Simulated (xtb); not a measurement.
Cl4MoO, charge -1, doublet, at a GFN2-xTB geometry (such geometries of metal compounds can be far from the true shape) (the multiplicity is a formal guess); GFN2-xTB in xtb.

Here is a job for xtb.
```
$ xtb mol.xyz --gfn 2 --chrg -1 --uhf 1 --ohess --json

# file mol.xyz
6

Mo     0.18481073    -0.20270312     0.16350579
O      1.13513898    -1.24503705     1.00428040
Cl    -1.22859589    -1.44997129    -1.24480088
Cl     0.73320875     1.99331915     0.80652187
Cl     1.28485643     0.36301879    -1.83813904
Cl    -1.78024356     0.18032907     1.39986003
```

It wrote (shortened):

```
   ID    Z sym.   atoms
    1   42 Mo     1
    2    8 O      2
    3   17 Cl     3-6

           -------------------------------------------------
          |                Calculation Setup                |
           -------------------------------------------------

           -------------------------------------------------
          |                 G F N 2 - x T B                 |
           -------------------------------------------------

          ...................................................
          :                      SETUP                      :
          :.................................................:
          :  # basis functions                  54          :
          :  # atomic orbitals                  49          :
          :  # shells                           17          :
          :  # electrons                        41          :
          :  max. iterations                   250          :
          :  Hamiltonian                  GFN2-xTB          :
          :  restarted?                      false          :
          :  GBSA solvation                  false          :
          :  PC potential                    false          :
          :  electronic temp.          300.0000000     K    :
          :  accuracy                    1.0000000          :
          :  -> integral cutoff          0.2500000E+02      :
          :  -> integral neglect         0.1000000E-07      :
          :  -> SCF convergence          0.1000000E-05 Eh   :
          :  -> wf. convergence          0.1000000E-03 e    :
          :  Broyden damping             0.4000000          :
          :  net charge                         -1          :
          :  unpaired electrons                  1          :
          ...................................................

 iter      E             dE          RMSdq      gap      omega  full diag
   1    -24.5714636 -0.245715E+02  0.111E+01    2.96       0.0  T
   2    -24.5253082  0.461554E-01  0.175E+01    2.06       1.0  T
   3    -24.7900463 -0.264738E+00  0.589E+00    2.02       1.0  T
   4    -24.8278348 -0.377885E-01  0.322E+00    2.27       1.0  T
   5    -24.8354989 -0.766409E-02  0.158E+00    2.20       1.0  T
   6    -24.8372129 -0.171400E-02  0.465E-01    2.23       1.0  T
   7    -24.8365497  0.663192E-03  0.807E-01    2.25       1.0  T
   8    -24.8374055 -0.855843E-03  0.155E-01    2.22       1.0  T
   9    -24.8374404 -0.348855E-04  0.317E-02    2.23       1.3  T
[...]
         :: total energy             -24.807511253484 Eh    ::
 * total energy  :   -24.8075113 Eh     change       -0.3335998E-11 Eh
   *** GEOMETRY OPTIMIZATION CONVERGED AFTER 1 ITERATIONS ***
         :: total energy             -24.807511253487 Eh    ::
[...]
       6    179.31    -0.69637 ( 99.40%)    -0.67818 (  0.60%)    -0.69626
       7    179.32    -0.69633 ( 99.40%)    -0.67816 (  0.60%)    -0.69622
       8    192.54    -0.65690 ( 99.55%)    -0.65709 (  0.45%)    -0.65691
       9    266.83    -0.48201 ( 99.88%)    -0.56043 (  0.12%)    -0.48210
      10    273.86    -0.46861 ( 99.89%)    -0.55273 (  0.11%)    -0.46871
      11    273.91    -0.46851 ( 99.89%)    -0.55267 (  0.11%)    -0.46861
   ------------------------------------------------------------------------

   temp. (K)  partition function   enthalpy   heat capacity  entropy
                                   cal/mol     cal/K/mol   cal/K/mol   J/K/mol
 298.15  VIB  0.516E+04             4259.032     19.818     28.412
         ROT  0.228E+06              888.752      2.981     27.502
         INT  0.118E+10             5147.784     22.799     55.914
         TR   0.391E+28             1481.254      4.968     42.475
         TOT                        6629.0383    27.7672    98.3884   411.6572

       T/K    H(0)-H(T)+PV         H(T)/Eh          T*S/Eh         G(T)/Eh
   ------------------------------------------------------------------------
    298.15    0.105640E-01    0.170120E-01    0.467475E-01   -0.297355E-01
   ------------------------------------------------------------------------

         :::::::::::::::::::::::::::::::::::::::::::::::::::::
         ::                  THERMODYNAMIC                  ::
         :::::::::::::::::::::::::::::::::::::::::::::::::::::
         :: total free energy         -24.837246758413 Eh   ::
         ::.................................................::
         :: total energy              -24.807511253487 Eh   ::
         :: zero point energy           0.006447972217 Eh   ::
         :: G(RRHO) w/o ZPVE           -0.036183477143 Eh   ::
         :: G(RRHO) contrib.           -0.029735504926 Eh   ::
         :::::::::::::::::::::::::::::::::::::::::::::::::::::

optimized geometry written to: xtbopt.xyz

           -------------------------------------------------
          | TOTAL ENERGY              -24.807511253487 Eh   |
          | TOTAL ENTHALPY            -24.790499236353 Eh   |
          | TOTAL FREE ENERGY         -24.837246758413 Eh   |
          | GRADIENT NORM               0.000156505614 Eh/α |
          | HOMO-LUMO GAP               2.228319621700 eV   |
           -------------------------------------------------

normal termination of xtb
```
